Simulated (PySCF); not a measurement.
## Working out the ionisation energy of F²⁺

F²⁺ [He] 2s2 2p3 (4S) → F³⁺ [He] 2s2 2p2 (3P). Calculation: PySCF 2.14, in aug-cc-pVTZ-DK; scalar relativity by spin-free X2C-1e. Frozen: 1s2. Energies in hartree (1 hartree = 27.21139 eV):

```json
{"part": "UHF", "F²⁺ (lower)": "-97.691582", "F³⁺ (upper)": "-95.404611"}
{"part": "MP2 opposite-spin", "F²⁺ (lower)": "-0.070716", "F³⁺ (upper)": "-0.065243"}
{"part": "MP2 same-spin", "F²⁺ (lower)": "-0.029204", "F³⁺ (upper)": "-0.013248"}
```

Task: What does Hartree-Fock give?

Result: (-95.404611) − (-97.691582) = 2.286971 hartree = 62.232 eV.

Task: What do MP2 and SCS-MP2 (6/5 opposite-spin, 1/3 same-spin) give?

Result: The opposite-spin parts differ by 0.149 eV and the same-spin parts by 0.434 eV. MP2: 62.232 + (0.149) + (0.434) = 62.815 eV. SCS-MP2: 62.232 + 1.2 × (0.149) + (0.434)/3 = 62.555 eV.

A first-order spin-orbit estimate adds -0.054 eV to MP2 (valence), giving 62.761 eV against 62.708 eV (semi-empirical (NIST evaluation); NIST Atomic Spectra Database, ionization energies).

What remains against the reference includes basis incompleteness, the frozen core and correlation beyond second order.
